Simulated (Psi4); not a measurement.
C₅H₄N, charge -1, singlet, at a GFN2-xTB geometry (a gas-phase anion, which may not be bound at this level); B3LYP/cc-pVTZ (Psi4).

Here is a job for Psi4.
```
memory 2 GB

molecule {
-1 1
N    -0.01009119    0.04340499    1.42304124
C     0.01052094    0.03727816   -1.34847513
C     0.00951876    1.27111639    0.80655258
C    -0.01866129   -1.07909310    0.73279808
C    -0.00939255   -1.16524898   -0.65007356
C     0.01944991    1.20982281   -0.62434536
H     0.01863103    0.03103198   -2.44524323
H    -0.03443770   -2.00843931    1.32435294
H    -0.01732835   -2.12753783   -1.16290677
H     0.03515870    2.15785862   -1.17623123
}

set {
  basis cc-pvtz
}

energy('b3lyp')
print_variables()
```

Predict the main parts of the log of this Psi4 run.


```
   => Loading Basis Set <=

    Name: CC-PVTZ
    Role: ORBITAL
    Keyword: BASIS

         ---------------------------------------------------------
                                   SCF
               by Justin Turney, Rob Parrish, Andy Simmonett
                          and Daniel G. A. Smith
                              RKS Reference
         ---------------------------------------------------------

  ==> Geometry <==

    Molecular point group: c1
    Full point group: C1

    Geometry (in Angstrom), charge = -1, multiplicity = 1:

       Center              X                  Y                   Z               Mass
    ------------   -----------------  -----------------  -----------------  -----------------
         N           -0.010065061451     0.018646873931     1.378992344493    14.003074004430
         C            0.010547068549     0.012520043931    -1.392524025507    12.000000000000
         C            0.009544888549     1.246358273931     0.762503684493    12.000000000000
         C           -0.018635161451    -1.103851216069     0.688749184493    12.000000000000
         C           -0.009366421451    -1.190007096069    -0.694122455507    12.000000000000
         C            0.019476038549     1.185064693931    -0.668394255507    12.000000000000
         H            0.018657158549     0.006273863931    -2.489292125507     1.007825032230
         H           -0.034411571451    -2.033197426069     1.280304044493     1.007825032230
         H           -0.017302221451    -2.152295946069    -1.206955665507     1.007825032230
         H            0.035184828549     2.133100503931    -1.220280125507     1.007825032230

  Running in c1 symmetry.

  Rotational constants: A =      0.20931  B =      0.19929  C =      0.10209 [cm^-1]
  Rotational constants: A =   6274.92401  B =   5974.49537  C =   3060.51277 [MHz]
  Nuclear repulsion =  196.020984158227208

  Charge       = -1
  Multiplicity = 1
  Electrons    = 42
  Nalpha       = 21
  Nbeta        = 21

  ==> Algorithm <==

  SCF Algorithm Type is DF.
  DIIS enabled.
  MOM disabled.
  Fractional occupation disabled.
  Guess Type is SAD.
  Energy threshold   = 1.00e-06
  Density threshold  = 1.00e-06
  Integral threshold = 1.00e-12

  ==> Primary Basis <==

  Basis Set: CC-PVTZ
    Blend: CC-PVTZ
    Number of shells: 84
    Number of basis functions: 236
    Number of Cartesian functions: 270
    Spherical Harmonics?: true
    Max angular momentum: 3

  ==> DFT Potential <==

   => LibXC <=

    Version 7.1.2
    S. Lehtola, C. Steigemann, M. J. T. Oliveira, and M. A. L. Marques,  SoftwareX 7, 1–5 (2018) (10.1016/j.softx.2017.11.002)

   => Composite Functional: B3LYP <=

    B3LYP Hyb-GGA Exchange-Correlation Functional

    P. J. Stephens, F. J. Devlin, C. F. Chabalowski, and M. J. Frisch,  J. Phys. Chem. 98, 11623 (1994) (10.1021/j100096a001)

    Deriv               =              1
    GGA                 =           TRUE
    Meta                =          FALSE

    Exchange Hybrid     =           TRUE
    MP2 Hybrid          =          FALSE

   => Exchange Functionals <=

    0.0800   Slater exchange
    0.7200         Becke 88

   => Exact (HF) Exchange <=

    0.2000               HF

   => Correlation Functionals <=

    0.1900   Vosko, Wilk & Nusair (VWN5_RPA)
    0.8100   Lee, Yang & Parr

   => LibXC Density Thresholds  <==

    XC_HYB_GGA_XC_B3LYP:  1.00E-15

   => Molecular Quadrature <=

    Radial Scheme          =       TREUTLER
    Pruning Scheme         =           NONE
    Nuclear Scheme         =       TREUTLER

    Blocking Scheme        =         OCTREE
    BS radius alpha        =              1
    Pruning alpha          =              1
    Radial Points          =             75
    Spherical Points       =            302
    Total Points           =         212532
    Total Blocks           =           1612
    Max Points             =            256
    Max Functions          =            236
[...]

    J tasked:                   Yes
    K tasked:                   Yes
    wK tasked:                   No
    Algorithm:                 Core
    Schwarz Cutoff:           1E-12
    Mask sparsity (%):       1.6051
    Fitting Condition:        1E-10

   => Auxiliary Basis Set <=

  Basis Set: (CC-PVTZ AUX)
    Blend: CC-PVTZ-JKFIT
    Number of shells: 190
    Number of basis functions: 594
    Number of Cartesian functions: 716
    Spherical Harmonics?: true
    Max angular momentum: 4

  Minimum eigenvalue in the overlap matrix is 1.4508047434E-04.
  Reciprocal condition number of the overlap matrix is 1.8715864340E-05.
    Using symmetric orthogonalization.

  ==> Pre-Iterations <==

  SCF Guess: Superposition of Atomic Densities via on-the-fly atomic UHF (no occupation information).

   -------------------------
    Irrep   Nso     Nmo
   -------------------------
     A        236     236
   -------------------------
    Total     236     236
   -------------------------

  ==> Iterations <==

                           Total Energy        Delta E     RMS |[F,P]|

   @DF-RKS iter SAD:  -247.17829445376736   -2.47178e+02   0.00000e+00
   @DF-RKS iter   1:  -247.13249216979918    4.58023e-02   4.30931e-03 ADIIS/DIIS
   @DF-RKS iter   2:  -245.23754150260422    1.89495e+00   7.69257e-03 ADIIS/DIIS
   @DF-RKS iter   3:  -247.43661958296383   -2.19908e+00   2.79253e-03 ADIIS/DIIS
   @DF-RKS iter   4:  -247.69688285987252   -2.60263e-01   6.37966e-04 ADIIS/DIIS
   @DF-RKS iter   5:  -247.70928304831384   -1.24002e-02   1.96860e-04 ADIIS/DIIS
   @DF-RKS iter   6:  -247.70967266220487   -3.89614e-04   1.45743e-04 ADIIS/DIIS
   @DF-RKS iter   7:  -247.71022824663152   -5.55584e-04   2.92935e-05 DIIS
   @DF-RKS iter   8:  -247.71025008328021   -2.18366e-05   1.11634e-05 DIIS
   @DF-RKS iter   9:  -247.71025325437222   -3.17109e-06   2.39342e-06 DIIS
   @DF-RKS iter  10:  -247.71025339801332   -1.43641e-07   7.66008e-07 DIIS
  Energy and wave function converged.

  ==> Post-Iterations <==

   Electrons on quadrature grid:
      Ntotal   =   41.9999683800 ; deviation = -3.162e-05

    Orbital Energies [Eh]
    ---------------------

    Doubly Occupied:

[...]
    Virtual:

[...]
    Final Occupation by Irrep:
              A
    DOCC [    21 ]
    NA   [    21 ]
    NB   [    21 ]

  @DF-RKS Final Energy:  -247.71025339801332

   => Energetics <=

    Nuclear Repulsion Energy =            196.0209841582272077
    One-Electron Energy =                -729.9863835343305709
    Two-Electron Energy =                 315.1752117776121622
    DFT Exchange-Correlation Energy =     -28.9200657995220887
    Empirical Dispersion Energy =           0.0000000000000000
    VV10 Nonlocal Energy =                  0.0000000000000000
    Total Energy =                       -247.7102533980133217

Computation Completed

Properties will be evaluated at   0.000000,   0.000000,   0.000000 [a0]

Properties computed using the SCF density matrix

 Multipole Moments:

 ------------------------------------------------------------------------------------
     Multipole            Electronic (a.u.)      Nuclear  (a.u.)        Total (a.u.)
 ------------------------------------------------------------------------------------

 L = 1.  Multiply by 2.5417464519 to convert [e a0] to [Debye]
 Dipole X            :         -0.0087507            0.0020244           -0.0067264
 Dipole Y            :          0.3960024           -1.9182283           -1.5222258
 Dipole Z            :          1.8209336           -3.4128542           -1.5919206
 Magnitude           :                                                    2.2025957

 ------------------------------------------------------------------------------------

  Variable Map:
  ----------------------------------------------------------------------------
[...]
  Array Variable Map:
  ----------------------------------------------------------------------------
[...]
[...]
```
